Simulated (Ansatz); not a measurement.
Geometry optimisation, RKS PBE0-D4/6-31G* in Ansatz 0.2.0.

input.yaml

```yaml
crystal:
  periodic: [false, false, false]
  atoms:
    - { symbol: Al, position_ang: [0.0, 0.0, 0.0] }
    - { symbol: O, position_ang: [0.0, 0.0, 2.13] }
    - { symbol: H, position_ang: [-0.9095, -0.2814, 2.4671] }
    - { symbol: Cl, position_ang: [1.9312, 0.0, -1.115] }
    - { symbol: H, position_ang: [-1.351, 0.0, -0.78] }
    - { symbol: S, position_ang: [0.546, 2.3673, 0.8072] }
    - { symbol: H, position_ang: [1.5948, 2.315, 1.7331] }
    - { symbol: H, position_ang: [0.2837, 1.2301, 1.9536] }
basis:
  gaussian: { orbitals: "6-31G*" }
hamiltonian:
  xc: pbe0
  dispersion: d4
relax:
  f_tol: 0.15
  max_steps: 25
  restrain:
    - { distance: [0, 5], at: 3.46, k: 30.0 }
    - { distance: [7, 1], at: 2.21, k: 30.0 }
    - { distance: [0, 1], at: 1.78, k: 30.0 }
    - { distance: [7, 5], at: 1.4, k: 30.0 }
```

Run as:

```bash
$ ansatz run input.yaml --threads 1 --pin off --max-ram 2048MiB --backend cpu --events-out ev --progress --plain --runs-dir out
```

Where does it end, and by what steps?

It converged. The restraints hold the end off the free minimum. After 10 steps the energy has fallen by 1.524 eV (the restraints' own energy left out); S6 moved furthest, 0.81 Å. Parted: Al1–S6 (2.56 → 3.45 Å).

```tsv
step	energy less start (eV)	largest force component (eV/Å)	accepted
0	0.0000	2.454	yes
1	0.0021	2.183	yes
2	-0.2856	1.829	yes
3	-0.9883	1.368	yes
4	-1.3665	1.141	yes
5	-1.4559	0.915	yes
6	-1.4974	0.919	yes
7	-1.5154	0.900	yes
8	-1.5190	0.904	yes
9	-1.5203	0.932	yes
10	-1.5236	0.891	yes
```

```xyz
8
Properties=species:S:1:pos:R:3
Al -0.081 -0.218 0.044
O -0.143 -0.385 1.788
H -1.014 -0.537 2.173
Cl 1.844 -0.292 -0.790
H -1.371 -0.197 -0.861
S 0.550 2.870 1.448
H 1.861 2.682 1.209
H 0.449 1.709 2.185
```

Time of the run: 50 s on 1 thread of Arm Neoverse V2 (shared host), peak memory 0.16 GiB.
